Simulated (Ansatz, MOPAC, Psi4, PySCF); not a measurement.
Species: SiH2Cl, net charge 0, doublet state. SMILES: [SiH2]Cl
Geometry: optimised at B3LYP-D3(BJ)/def2-TZVP (Ansatz, a program for electronic structure).

Property: enthalpy of formation at 298 K, in kcal/mol. Terms: non-relativistic; six Cartesian d functions in 6-31G* and its kin unless marked 5d; LANL2DZ with its own core potentials from Na on; frozen cores in correlated levels; spin-orbit terms left out; UHF or UKS for open shells; dispersion terms only where a functional's name holds one. CBS(X,Y): correlation extrapolated as X^-3; Hartree-Fock from the larger set. Ab initio and DFT rows: single points at B3LYP-D3(BJ) geometries (Ansatz), with unscaled harmonic terms from B3LYP/6-31G* (Ansatz) at its own minima, enthalpies of formation by atomisation with measured atoms. Semi-empirical rows: MOPAC heats of formation at their own minima for 298 K.

Coupled cluster (Ansatz) is a level with limits of its own, used here on species with T1 under 0.025 (0.045 for open shells) and stable references: CCSD(T)/CBS(def2-TZVPPD,def2-QZVPPD).

Value to compare with, CCSD(T)/CBS(def2-TZVPPD,def2-QZVPPD) (Ansatz): 4.0 kcal/mol.

```tsv
level	program	enthalpy of formation at 298 K (kcal/mol)	difference
PM6	MOPAC	9.4	5.4
HF/LANL2DZ	Ansatz	95.0	91.0
HF/6-31G*	Ansatz	67.7	63.7
PBE/def2-SVP	Ansatz	9.1	5.1
BLYP/6-31G*	Ansatz	16.7	12.7
B3LYP/STO-3G	Ansatz	-68.6	-72.6
B3LYP/6-31G*	Ansatz	13.9	9.9
M06-2X/6-31G* (5d)	PySCF	9.1	5.1
wB97X-D/6-31G*	Psi4	10.2	6.2
B3PW91/6-31G* (5d)	PySCF	12.7	8.7
r2SCAN-D4/def2-TZVPD	Ansatz + dftd4	0.8	-3.2
B2PLYP-D3(BJ)/def2-TZVPD	Ansatz + dftd3	7.8	3.8
```

Among the 10 habitual levels, HF/LANL2DZ lies farthest from CCSD(T)/CBS(def2-TZVPPD,def2-QZVPPD) (Ansatz) (91.0 kcal/mol); 9 of 10 lie above it, and their mean absolute difference is 28.0 kcal/mol, the median 9.3. One case shows no general order.

The levels are drawn from those run, B3LYP/6-31G* more often than the rest, none by its result; left out are runs that failed, that the program found above a lower state of the same kind, or whose <S^2> lies over 0.5 above the pure value.
